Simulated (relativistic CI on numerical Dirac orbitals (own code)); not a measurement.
## Line list: Forbidden lines, Rh XX

These numbers are calculated, not measured: Dirac-Coulomb-Breit CI, orbitals from a KLI potential per configuration, model QED (radiative potential, 1s self-energy scaled to tabulated hydrogen-like ionisation energies), unscaled Slater integrals (own radial code, finite nucleus).

Configuration list (outside the closed core [Ne]): 3s2 3p6 3d8, 3s2 3p5 3d9, 3s2 3p4 3d10, 3s 3p6 3d9, 3p6 3d10, 3s2 3p6 3d7 4s, 3s 3p5 3d10, 3s2 3p6 3d7 4p, 3s2 3p6 3d7 4d, 3s2 3p6 3d7 4f, 3s2 3p6 3d6 4s2, 3s2 3p5 3d8 4s, 3s2 3p4 3d9 4s, 3s2 3p6 3d6 4s 4p, 3s2 3p4 3d9 4p, 3s2 3p5 3d8 4p, 3s2 3p6 3d7 5s, 3s2 3p6 3d6 4p2, 3s2 3p6 3d7 5p, 3s2 3p6 3d6 4s 4d, 3s2 3p4 3d9 4d, 3s 3p5 3d9 4s, 3s2 3p6 3d7 5d, 3s2 3p6 3d6 4p 4d, 3s2 3p5 3d8 4d, 3s 3p6 3d8 4s, 3s2 3p6 3d7 5f, 3s 3p5 3d9 4p, 3s2 3p5 3d7 4s2, 3s2 3p6 3d7 5g, 3s2 3p6 3d6 4d2, 3s2 3p6 3d7 6s, 3s 3p6 3d8 4p, 3s2 3p5 3d7 4s 4p, 3s2 3p6 3d7 6p, 3s 3p5 3d9 4d. Levels of other configurations are missing.

| λ vac (nm) | Lower | Upper | Type | A (s⁻¹) | gf | Branching (%) |
| --- | --- | --- | --- | --- | --- | --- |
| 3.5571 | 3s2 3p6 3d8 3F_4 [1] | 3s2 3p6 3d7 4s 1G_4 [44] | E2 | 7.09e+06 | 1.21e-05 | 5.0 |
| 3.5576 | 3s2 3p6 3d8 3F_3 [3] | 3s2 3p6 3d7 4s 1H_5 [53] | E2 | 2.19e+07 | 4.58e-05 | 20.7 |
| 3.5613 | 3s2 3p6 3d8 3F_4 [1] | 3s2 3p6 3d7 4s 3H_6 [43] | E2 | 5.03e+07 | 1.24e-04 | 97.6 |
| 3.5838 | 3s2 3p6 3d8 3F_3 [3] | 3s2 3p6 3d7 4s 1D_2 [49] | E2 | 3.43e+07 | 3.31e-05 | 3.6 |
| 3.5849 | 3s2 3p6 3d8 3F_4 [1] | 3s2 3p6 3d7 4s 3P_2 [39] | E2 | 7.56e+07 | 7.28e-05 | 12.1 |
| 3.5890 | 3s2 3p6 3d8 3F_3 [3] | 3s2 3p6 3d7 4s 3P_1 [48] | E2 | 6.43e+07 | 3.73e-05 | 16.9 |
| 3.5934 | 3s2 3p6 3d8 3F_3 [3] | 3s2 3p6 3d7 4s 3D_3 [47] | E2 | 2.08e+07 | 2.82e-05 | 2.1 |
| 3.5973 | 3s2 3p6 3d8 3F_4 [1] | 3s2 3p6 3d7 4s 3G_5 [37] | E2 | 4.55e+07 | 9.72e-05 | 50.6 |
| 3.5998 | 3s2 3p6 3d8 1D_2 [2] | 3s2 3p6 3d7 4s 1G_4 [44] | E2 | 3.41e+07 | 5.96e-05 | 24.0 |
| 3.6004 | 3s2 3p6 3d8 3F_3 [3] | 3s2 3p6 3d7 4s 3H_5 [45] | E2 | 2.83e+07 | 6.06e-05 | 32.3 |
| 3.6014 | 3s2 3p6 3d8 3P_2 [4] | 3s2 3p6 3d7 4s 3H_4 [52] | E2 | 2.13e+07 | 3.72e-05 | 26.0 |
| 3.6039 | 3s2 3p6 3d8 3P_2 [4] | 3s2 3p6 3d7 4s 3P_0 [51] | E2 | 1.05e+08 | 2.05e-05 | 37.2 |
| 3.6057 | 3s2 3p6 3d8 1D_2 [2] | 3s2 3p6 3d7 4s 3G_3 [42] | E2 | 1.71e+07 | 2.33e-05 | 14.2 |
| 3.6124 | 3s2 3p6 3d8 3P_1 [6] | 3s2 3p6 3d7 4s 3F_2 [54] | E2 | 2.32e+07 | 2.27e-05 | 14.8 |
| 3.6261 | 3s2 3p6 3d8 1D_2 [2] | 3s2 3p6 3d7 4s 5P_1 [40] | E2 | 5.66e+07 | 3.35e-05 | 34.0 |
| 3.6313 | 3s2 3p6 3d8 3F_4 [1] | 3s2 3p6 3d7 4s 3F_3 [33] | E2 | 5.02e+07 | 6.94e-05 | 8.0 |
| 3.6316 | 3s2 3p6 3d8 3F_4 [1] | 3s2 3p6 3d7 4s 3P_2 [32] | E2 | 1.25e+07 | 1.23e-05 | 3.3 |
| 3.6360 | 3s2 3p6 3d8 3P_2 [4] | 3s2 3p6 3d7 4s 3P_2 [46] | E2 | 4.35e+07 | 4.31e-05 | 17.3 |
| 3.6387 | 3s2 3p6 3d8 3F_3 [3] | 3s2 3p6 3d7 4s 3G_4 [38] | E2 | 4.33e+07 | 7.74e-05 | 36.4 |
| 3.6465 | 3s2 3p6 3d8 1G_4 [8] | 3s2 3p6 3d7 4s 1H_5 [53] | E2 | 7.22e+07 | 1.58e-04 | 68.2 |
| 3.6500 | 3s2 3p6 3d8 1D_2 [7] | 3s2 3p6 3d7 4s 3H_4 [52] | E2 | 2.98e+07 | 5.36e-05 | 36.5 |
| 3.6504 | 3s2 3p6 3d8 1G_4 [8] | 3s2 3p6 3d7 4s 3H_4 [52] | E2 | 1.32e+07 | 2.38e-05 | 16.2 |
| 3.6508 | 3s2 3p6 3d8 3P_2 [4] | 3s2 3p6 3d7 4s 3G_3 [42] | E2 | 2.38e+07 | 3.33e-05 | 19.8 |
| 3.6514 | 3s2 3p6 3d8 1D_2 [2] | 3s2 3p6 3d7 4s 3F_2 [35] | E2 | 4.49e+07 | 4.49e-05 | 11.0 |
| 3.6533 | 3s2 3p6 3d8 1D_2 [2] | 3s2 3p6 3d7 4s 3P_1 [34] | E2 | 3.66e+07 | 2.19e-05 | 27.9 |
| 3.6553 | 3s2 3p6 3d8 3F_3 [3] | 3s2 3p6 3d7 4s 5P_3 [36] | E2 | 1.36e+07 | 1.90e-05 | 8.9 |
| 3.6554 | 3s2 3p6 3d8 3F_3 [3] | 3s2 3p6 3d7 4s 3F_2 [35] | E2 | 4.04e+07 | 4.04e-05 | 9.9 |
| 3.6558 | 3s2 3p6 3d8 3F_4 [1] | 3s2 3p6 3d7 4s 5F_4 [29] | E2 | 5.96e+07 | 1.08e-04 | 49.5 |
| 3.6594 | 3s2 3p6 3d8 1D_2 [7] | 3s2 3p6 3d7 4s 3P_1 [50] | E2 | 4.33e+07 | 2.61e-05 | 21.7 |
| 3.6613 | 3s2 3p6 3d8 3P_2 [4] | 3s2 3p6 3d7 4s 3P_0 [41] | E2 | 8.13e+07 | 1.63e-05 | 42.5 |
| 3.6667 | 3s2 3p6 3d8 3P_1 [6] | 3s2 3p6 3d7 4s 3P_2 [46] | E2 | 2.62e+07 | 2.65e-05 | 10.4 |
| 3.6737 | 3s2 3p6 3d8 1D_2 [7] | 3s2 3p6 3d7 4s 1D_2 [49] | E2 | 4.27e+07 | 4.32e-05 | 4.5 |
| 3.6739 | 3s2 3p6 3d8 3P_2 [4] | 3s2 3p6 3d7 4s 3P_2 [39] | E2 | 1.60e+07 | 1.62e-05 | 2.6 |
| 3.6761 | 3s2 3p6 3d8 1D_2 [2] | 3s2 3p6 3d7 4s 3P_2 [32] | E2 | 3.83e+07 | 3.88e-05 | 10.0 |
| 3.6798 | 3s2 3p6 3d8 3F_3 [3] | 3s2 3p6 3d7 4s 3F_3 [33] | E2 | 5.04e+07 | 7.16e-05 | 8.0 |
| 3.6892 | 3s2 3p6 3d8 3F_4 [1] | 3s2 3p6 3d7 4s 5F_4 [27] | E2 | 6.31e+07 | 1.16e-04 | 52.2 |
| 3.6915 | 3s2 3p6 3d8 1G_4 [8] | 3s2 3p6 3d7 4s 3H_5 [45] | E2 | 5.84e+07 | 1.31e-04 | 66.6 |
| 3.6950 | 3s2 3p6 3d8 1G_4 [8] | 3s2 3p6 3d7 4s 1G_4 [44] | E2 | 3.79e+07 | 6.99e-05 | 26.7 |
| 3.7008 | 3s2 3p6 3d8 1D_2 [2] | 3s2 3p6 3d7 4s 5F_4 [29] | E2 | 1.06e+07 | 1.95e-05 | 8.8 |
| 3.7049 | 3s2 3p6 3d8 3F_3 [3] | 3s2 3p6 3d7 4s 5F_4 [29] | E2 | 1.05e+07 | 1.94e-05 | 8.7 |
| 3.7052 | 3s2 3p6 3d8 3P_1 [6] | 3s2 3p6 3d7 4s 3P_2 [39] | E2 | 2.49e+07 | 2.56e-05 | 4.0 |
| 3.7061 | 3s2 3p6 3d8 3F_3 [3] | 3s2 3p6 3d7 4s 5F_3 [28] | E2 | 1.00e+07 | 1.44e-05 | 5.6 |
| 3.7227 | 3s2 3p6 3d8 3P_2 [4] | 3s2 3p6 3d7 4s 3F_3 [33] | E2 | 2.19e+07 | 3.18e-05 | 3.5 |
| 3.7318 | 3s2 3p6 3d8 1G_4 [8] | 3s2 3p6 3d7 4s 3G_4 [38] | E2 | 1.49e+07 | 2.80e-05 | 12.5 |
| 3.7351 | 3s2 3p6 3d8 1D_2 [2] | 3s2 3p6 3d7 4s 5F_4 [27] | E2 | 8.93e+06 | 1.68e-05 | 7.4 |

Terms are leading LS components. Brackets give the number of a level in order of energy, since labels repeat. The list gives strong lines, with weight on those to low levels, among the lowest 400 of 8613 levels, so that lines to higher ones, which can be the strongest, are missing. Levels whose partners in the same complex of configurations lie outside the list can be far off, and so can their lines. Rates are taken at the computed energies, electric ones in the length gauge.

At this charge energies of transitions that change n are usually good to better than 1 %, and those within a shell (Δn = 0) to a few per cent. Terms inside the open d or f shell come out 10 to 20 % too wide with unscaled integrals.

LS names give the leading component of a level, which can be under half, so a name can repeat, a term be missing and a line seem to break the LS rules.
